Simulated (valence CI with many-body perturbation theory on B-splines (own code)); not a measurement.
# E1 line list for Hf67+

Level of theory: relativistic CI+MBPT: three valence electrons over a frozen Dirac-Fock core [He], a basis of 11 s, 11 p, 10 d, 8 f, 5 g, 2 h functions for each j, with the one-electron correlation potential Σ1, the two-electron term Σ2, the three-electron term Σ3, Breit, model QED; selected CI, second order for the rest, scaled by the run's own slope (own B-spline code, finite nucleus).

The last digits are not significant, and no measured levels were compared; by estimate large intervals hold to a few tenths of a per cent, small ones and those within an open d or f shell to about a per cent.

Lines 101 to 150 of 577 in falling wavelength, among levels below 1061.7 Ry, chosen from the strongest by gf and those to the six lowest levels. Wavelengths and rates use the calculated energies. Electric multipoles are in the length gauge with retardation, E1 and E2 with the static RPA response of the core. Weak lines are less certain than strong ones. Lines between different terms over intervals too small for the method are left out, as are lines whose strength nearly cancels.

Levels are named by their leading jj configuration (3d3/2^4 stands for four electrons in 3d with j = 3/2), which in mixed levels can hold well under half, so a name can repeat and another be missing. Letters in brackets count levels of one name in rising energy.

| λ vac (nm) | Upper | Lower | A (s⁻¹) | S (a.u.) |
| --- | --- | --- | --- | --- |
| 2.793 | (2p3/2^2 3p3/2) J=5/2 | (2p3/2^2 3s) J=5/2 | 5.01e+11 | 3.24e-02 |
| 2.791 | (2p1/2 2p3/2 3p3/2) J=5/2 [a] | (2p1/2 2p3/2 3s) J=3/2 [a] | 5.48e+11 | 3.53e-02 |
| 2.784 | (2s 2p3/2 3d3/2) J=1/2 [b] | (2s 2p3/2 3p1/2) J=1/2 | 5.28e+11 | 1.13e-02 |
| 2.766 | (2p1/2 2p3/2 3d3/2) J=1/2 [a] | (2p1/2 2p3/2 3p1/2) J=1/2 | 5.51e+11 | 1.15e-02 |
| 2.764 | (2s 2p3/2 3p3/2) J=5/2 [b] | (2s 2p3/2 3s) J=3/2 [b] | 9.36e+11 | 5.85e-02 |
| 2.762 | (2s 2p1/2 3p3/2) J=1/2 | (2s 2p1/2 3s) J=1/2 [b] | 8.43e+11 | 1.75e-02 |
| 2.752 | (2p1/2 2p3/2 3p3/2) J=7/2 | (2p1/2 2p3/2 3s) J=5/2 | 8.23e+11 | 6.77e-02 |
| 2.750 | (2p1/2 2p3/2 3p3/2) J=3/2 [a] | (2p1/2 2p3/2 3s) J=1/2 | 2.35e+11 | 9.65e-03 |
| 2.747 | (2s 2p3/2 3d5/2) J=5/2 [b] | (2p1/2 2p3/2 3s) J=3/2 [a] | 3.95e+11 | 2.43e-02 |
| 2.732 | (2p3/2^2 3p3/2) J=3/2 [b] | (2p3/2^2 3s) J=1/2 | 9.23e+11 | 3.72e-02 |
| 2.730 | (2s 2p3/2 3p3/2) J=7/2 | (2s 2p3/2 3s) J=5/2 | 1.01e+12 | 8.12e-02 |
| 2.718 | (2p1/2 2p3/2 3d3/2) J=5/2 [b] | (2p1/2 2p3/2 3p1/2) J=5/2 | 2.46e+11 | 1.46e-02 |
| 2.712 | (2p1/2 2p3/2 3p3/2) J=3/2 [b] | (2p1/2 2p3/2 3s) J=3/2 [b] | 4.09e+11 | 1.61e-02 |
| 2.705 | (2s 2p3/2 3p3/2) J=5/2 [a] | (2s 2p3/2 3s) J=3/2 [a] | 4.67e+11 | 2.74e-02 |
| 2.702 | (2s 2p1/2 3d3/2) J=3/2 [b] | (2s 2p1/2 3p1/2) J=3/2 | 3.01e+11 | 1.17e-02 |
| 2.675 | (2s 2p3/2 3p3/2) J=1/2 [a] | (2s 2p3/2 3s) J=3/2 [a] | 9.61e+11 | 1.82e-02 |
| 2.663 | (2s 2p1/2 3p3/2) J=3/2 [a] | (2s 2p1/2 3s) J=1/2 [a] | 1.02e+12 | 3.78e-02 |
| 2.663 | (2p1/2^2 3p3/2) J=3/2 | (2p1/2^2 3s) J=1/2 | 9.65e+11 | 3.60e-02 |
| 2.660 | (2s 2p3/2 3p3/2) J=3/2 [a] | (2s 2p3/2 3s) J=5/2 | 2.36e+11 | 8.79e-03 |
| 2.656 | (2s 2p3/2 3p3/2) J=3/2 [b] | (2s 2p3/2 3s) J=3/2 [b] | 4.91e+11 | 1.82e-02 |
| 2.653 | (2s^2 3p3/2) J=3/2 | (2s^2 3s) J=1/2 | 1.11e+12 | 4.09e-02 |
| 2.645 | (2p1/2 2p3/2 3p3/2) J=5/2 [b] | (2p1/2 2p3/2 3s) J=3/2 [b] | 5.00e+11 | 2.74e-02 |
| 2.631 | (2s 2p1/2 3p3/2) J=5/2 | (2s 2p1/2 3s) J=3/2 | 1.02e+12 | 5.48e-02 |
| 2.620 | (2s 2p3/2 3p3/2) J=3/2 [b] | (2s 2p3/2 3s) J=1/2 | 6.61e+11 | 2.35e-02 |
| 2.619 | (2p1/2 2p3/2 3p3/2) J=3/2 [b] | (2p1/2 2p3/2 3s) J=1/2 | 3.19e+11 | 1.13e-02 |
| 2.618 | (2s 2p1/2 3p3/2) J=3/2 [b] | (2s 2p1/2 3s) J=3/2 | 5.35e+11 | 1.90e-02 |
| 2.598 | (2s 2p3/2 3p3/2) J=1/2 [b] | (2s 2p3/2 3s) J=1/2 | 9.41e+11 | 1.63e-02 |
| 2.597 | (2p1/2 2p3/2 3p3/2) J=5/2 [b] | (2p1/2 2p3/2 3s) J=5/2 | 5.34e+11 | 2.77e-02 |
| 2.566 | (2p1/2 2p3/2 3p3/2) J=3/2 [b] | (2p1/2 2p3/2 3s) J=3/2 [a] | 3.23e+11 | 1.08e-02 |
| 2.563 | (2p3/2^2 3p3/2) J=3/2 [a] | (2p3/2^2 3s) J=3/2 | 9.32e+11 | 3.10e-02 |
| 2.557 | (2s 2p3/2 3p3/2) J=5/2 [a] | (2s 2p3/2 3s) J=5/2 | 6.77e+11 | 3.35e-02 |
| 2.531 | (2p1/2 2p3/2 3p3/2) J=1/2 [b] | (2p1/2 2p3/2 3s) J=3/2 [b] | 1.03e+12 | 1.66e-02 |
| 2.504 | (2p3/2^2 3p3/2) J=3/2 [a] | (2p3/2^2 3s) J=5/2 | 2.51e+11 | 7.79e-03 |
| 0.8466 | (2p3/2^2 3d5/2) J=7/2 | (2s 2p3/2 3d5/2) J=5/2 [b] | 1.28e+12 | 3.06e-03 |
| 0.8448 | (2p3/2^2 3p3/2) J=5/2 | (2s 2p3/2 3p3/2) J=3/2 [b] | 3.40e+12 | 6.07e-03 |
| 0.8425 | (2p3/2^2 3d5/2) J=7/2 | (2p1/2 2p3/2 3p3/2) J=5/2 [a] | 1.26e+12 | 2.96e-03 |
| 0.8417 | (2s 2p1/2 2p3/2) J=3/2 [a] | (2s^2 2p1/2) J=1/2 | 7.41e+10 | 8.72e-05 |
| 0.8346 | (2p3/2^2 3p3/2) J=7/2 | (2s 2p3/2 3p3/2) J=5/2 [b] | 5.99e+12 | 1.37e-02 |
| 0.8344 | (2p3/2^2 3p3/2) J=5/2 | (2s 2p3/2 3p3/2) J=5/2 [b] | 1.36e+12 | 2.34e-03 |
| 0.8343 | (2p3/2^2 3d5/2) J=7/2 | (2s 2p3/2 3d5/2) J=7/2 [b] | 1.63e+12 | 3.74e-03 |
| 0.8340 | (2p3/2^2 3d5/2) J=9/2 | (2s 2p3/2 3d5/2) J=7/2 [b] | 5.08e+12 | 1.45e-02 |
| 0.8325 | (2p3/2^2 3d3/2) J=1/2 | (2s 2p3/2 3d3/2) J=1/2 [b] | 4.60e+12 | 2.62e-03 |
| 0.8318 | (2p3/2^2 3s) J=5/2 | (2s 2p3/2 3s) J=3/2 [b] | 5.31e+12 | 9.06e-03 |
| 0.8317 | (2s 2p3/2^2) J=5/2 | (2s^2 2p3/2) J=3/2 | 2.01e+12 | 3.43e-03 |
| 0.8300 | (2p3/2^2 3d3/2) J=5/2 | (2s 2p3/2 3d3/2) J=5/2 [b] | 1.88e+12 | 3.19e-03 |
| 0.8299 | (2p3/2^2 3d3/2) J=7/2 | (2s 2p3/2 3d3/2) J=5/2 [b] | 5.10e+12 | 1.15e-02 |
| 0.8292 | (2p3/2^2 3p1/2) J=3/2 | (2s 2p3/2 3p1/2) J=1/2 | 4.99e+12 | 5.61e-03 |
| 0.8289 | (2p3/2^2 3p1/2) J=5/2 | (2s 2p3/2 3p1/2) J=3/2 [b] | 5.82e+12 | 9.82e-03 |
| 0.8260 | (2p3/2^2 3d3/2) J=3/2 [a] | (2s 2p3/2 3d3/2) J=3/2 [b] | 3.38e+12 | 3.76e-03 |
| 0.8255 | (2p3/2^2 3s) J=3/2 | (2s 2p3/2 3s) J=3/2 [b] | 2.23e+12 | 2.48e-03 |
